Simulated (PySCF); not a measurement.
Ligand exchange on a metal centre used in film growth or etching (Mo F-NH2). Isolated molecules, 0 K electronic values unless said otherwise. One relaxed conformer stands for each flexible species; it need not be the lowest. In the def2 sets, heavy atoms carry core potentials. All members: neutral, multiplicity 1. Level: B3LYP-D3(BJ)/def2-TZVP // BP86-D3(BJ)/def2-SVP (PySCF), beside PBE-D3(BJ)/def2-TZVP // BP86-D3(BJ)/def2-SVP (PySCF) at the same geometries. B3LYP has the VWN-RPA correlation part, as in Gaussian. 

```
species         HOMO–LUMO gap, PBE (eV)  HOMO–LUMO gap, B3LYP-D3(BJ) (eV)
--------------  -----------------------  --------------------------------
[Mo(F)2(NH2)4]                     2.20                              3.68
[Mo(F)(NH2)5]                      2.25                              3.73
[Mo(F)5(NH2)]                      2.29                              3.94
[Mo(F)4(NH2)2]                     2.54                              4.19
[Mo(F)3(NH2)3]                     2.85                              4.38
[Mo(F)6]                           4.33                          withheld
```

**Question.** Fit y = a + b·x, y being the HOMO–LUMO gap at the first level, to the 5 complete rows by least squares, with x = the PBE value in eV. Give a, b and the rms residual, and predict the withheld value.

**Answer.** Means of the 5 rows: x̄ = 2.426, ȳ = 3.984 eV. Σ(x − x̄)² = 0.29332 and Σ(x − x̄)(y − ȳ) = 0.31078, so b = 1.060 and a = ȳ − b·x̄ = 1.412 eV. The rms residual is 0.076 eV. At x = 4.33 the line gives 6.00 eV, outside the range of the fitted rows. The run for [Mo(F)6] gave 6.27 eV, so the line is off by 0.27 eV, more than twice the rms residual.

Codes: PySCF.
